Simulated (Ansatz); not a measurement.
Consider the cleavage of the Si–P bond: `CC[SiH](O)P` + H–F → `CC[SiH](O)F` + PH₃.

Gas-phase electronic energies from Ansatz, PBE0-D4/def2-TZVP geometries. CBS: MP2 limit from def2 TZ/QZ plus the TZ coupled-cluster correction, frozen cores. This one scheme is used for every species. Functionals use def2-TZVPP. Each species was taken in one conformer, which may not be the lowest.

| level | ΔE (kcal/mol) |
| --- | --- |
| ωB97X-V | -34.5 |
| ωB97M-V | -34.8 |
| HF/def2-QZVPP | -42.3 |
| CCSD/CBS(def2) | -34.2 |

Question: What does CCSD(T)/CBS give? (Best estimate.)

Answer: The calculation gave: -32.8 kcal/mol. The listed levels differ from it by -1.7, -2.0, -9.5, -1.4 kcal/mol.

Largest T1 diagnostic among the species: 0.013.

From PBE to PBE0 (25 % exact exchange), in def2-TZVPP and without D4, ΔE moves by −0.9 kcal/mol. In def2-TZVPP, CCSD(T) changes the Hartree–Fock value by +8.0 kcal/mol (the triples alone add +1.4 kcal/mol) and MP2 by +8.7 kcal/mol.
